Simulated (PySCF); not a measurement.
## Correlation energy of Au⁶²⁺ (gold, charge +62)

Starting occupation: [Ne] 3s2 3p5, 3p1/2 with m_j = +1/2, 3p3/2 with m_j = -3/2, -1/2, +1/2, +3/2. Calculation: PySCF 2.14, in an uncontracted even-tempered set (18 s from 20 bohr⁻², ratio 2.4; 14 p from 26 bohr⁻², ratio 2.4; 4 d from 93 bohr⁻², ratio 2.6; 4 f from 140 bohr⁻², ratio 2.6); X2C-1e with screened-nucleus spin-orbit coupling, Gaussian nucleus. Frozen: 1s2; 15 electrons correlated; the 48 highest virtual spinors left out.

MP2 pair energies summed by pair of shells (mhartree):

| pair | energy | share (%) |
| --- | --- | --- |
| 2p1/2-2p3/2 | -90.59 | 13.7 |
| 3p3/2-3p3/2 | -90.21 | 13.6 |
| 2p3/2-2p3/2 | -85.12 | 12.8 |
| 2p3/2-3p3/2 | -57.74 | 8.7 |
| 3p3/2-3s1/2 | -50.90 | 7.7 |
| 3p1/2-3p3/2 | -46.34 | 7.0 |
| 2p3/2-2s1/2 | -38.89 | 5.9 |
| 2p1/2-3p3/2 | -30.31 | 4.6 |
| 2p1/2-2p1/2 | -23.01 | 3.5 |
| 2p1/2-2s1/2 | -22.43 | 3.4 |
| 2p3/2-3s1/2 | -20.19 | 3.0 |
| 3p1/2-3s1/2 | -20.18 | 3.0 |
| 2p3/2-3p1/2 | -17.93 | 2.7 |
| 2s1/2-3p3/2 | -15.88 | 2.4 |
| 2s1/2-2s1/2 | -11.92 | 1.8 |
| 2p1/2-3s1/2 | -10.57 | 1.6 |
| 3s1/2-3s1/2 | -10.36 | 1.6 |
| 2s1/2-3s1/2 | -7.72 | 1.2 |
| 2p1/2-3p1/2 | -7.68 | 1.2 |
| 2s1/2-3p1/2 | -5.03 | 0.8 |

Total MP2 correlation energy: -662.98 mhartree.

At this charge the one-electron X2C treatment keeps the bare 1/r₁₂, with no two-electron picture change or Breit term. The effect here is smaller than on the frozen 1s shell.
